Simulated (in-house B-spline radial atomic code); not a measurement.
Inner levels of bromine as electrons are removed. A shift is the extra binding of the orbital against the neutral atom ([Ar] 3d10 4s2 4p1/2(2) 4p3/2(3)). The density at the nucleus is averaged over the nuclear charge. Computed with a B-spline radial code for spherical atoms: Dirac-Hartree-Fock, jj configuration that fills j = l - 1/2 first, finite nuclei.

A number in brackets counts the electrons of a j subshell.

```tsv
ion	configuration	shift of 1s1/2 (eV)	shift of 2s1/2 (eV)	shift of 2p3/2 (eV)	radius of 1s1/2 (bohr)	radius of 2s1/2 (bohr)	radius of 2p3/2 (bohr)	Σ<r²> (bohr²)	change of density at nucleus (bohr⁻³)
Br	[Ar] 3d10 4s2 4p1/2(2) 4p3/2(3)	0	0	0	0.04273	0.18868	0.16661	40.059	-
Br+	[Ar] 3d10 4s2 4p1/2(2) 4p3/2(2)	11.345	11.279	11.244	0.04273	0.18867	0.16661	31.568	4.4045
Br2+	[Ar] 3d10 4s2 4p1/2(2) 4p3/2(1)	24.464	24.253	24.18	0.04273	0.18867	0.16661	25.182	9.753
Br3+	[Ar] 3d10 4s2 4p1/2(2)	39.153	38.71	38.596	0.042729	0.18866	0.16662	20.069	15.911
Br4+	[Ar] 3d10 4s2 4p1/2(1)	55.399	54.596	54.537	0.042729	0.18865	0.1666	15.846	22.487
Br5+	[Ar] 3d10 4s2	73.072	71.794	71.81	0.042728	0.18863	0.16659	12.28	29.731
Br6+	[Ar] 3d10 4s1	93.022	91.092	91.31	0.042728	0.18864	0.16658	9.5753	-10.049
Br7+	[Ar] 3d10	114.1	111.4	111.85	0.042728	0.18865	0.16657	7.1618	-56.816
Br8+	[Ar] 3d3/2(4) 3d5/2(5)	153.77	151.81	151.92	0.042729	0.18859	0.16647	6.4376	-42.167
Br9+	[Ar] 3d3/2(4) 3d5/2(4)	196.05	194.78	194.53	0.04273	0.18852	0.16636	5.7969	-25.707
Br10+	[Ar] 3d3/2(4) 3d5/2(3)	240.9	240.25	239.61	0.042732	0.18843	0.16622	5.2246	-7.4679
Br11+	[Ar] 3d3/2(4) 3d5/2(2)	288.28	288.14	287.11	0.042733	0.18833	0.16606	4.7097	12.531
Br12+	[Ar] 3d3/2(4) 3d5/2(1)	338.15	338.4	336.98	0.042735	0.1882	0.16588	4.2436	34.268
Br13+	[Ar] 3d3/2(4)	390.5	390.99	389.17	0.042736	0.18805	0.16567	3.8194	57.73
Br14+	[Ar] 3d3/2(3)	445.68	446.2	444.94	0.042738	0.18788	0.16551	3.4345	83.327
Br15+	[Ar] 3d3/2(2)	503.32	503.65	503.05	0.042739	0.18768	0.16534	3.0813	110.65
Br16+	[Ar] 3d3/2(1)	563.38	563.31	563.47	0.042741	0.18746	0.16514	2.7561	139.69
Br17+	[Ne] 3s2 3p6	625.87	625.14	626.17	0.042743	0.18722	0.16492	2.4558	170.47
Br18+	[Ne] 3s2 3p1/2(2) 3p3/2(3)	692.54	684.54	685.72	0.042737	0.18693	0.16493	2.1368	207.48
Br19+	[Ne] 3s2 3p1/2(2) 3p3/2(2)	761.07	745.31	746.7	0.042731	0.18663	0.16467	1.8333	245.92
Br20+	[Ne] 3s2 3p1/2(2) 3p3/2(1)	831.45	807.45	809.07	0.042725	0.18631	0.1644	1.5443	285.79
Br21+	[Ne] 3s2 3p1/2(2)	903.68	870.94	872.84	0.042718	0.18598	0.16411	1.269	327.1
```
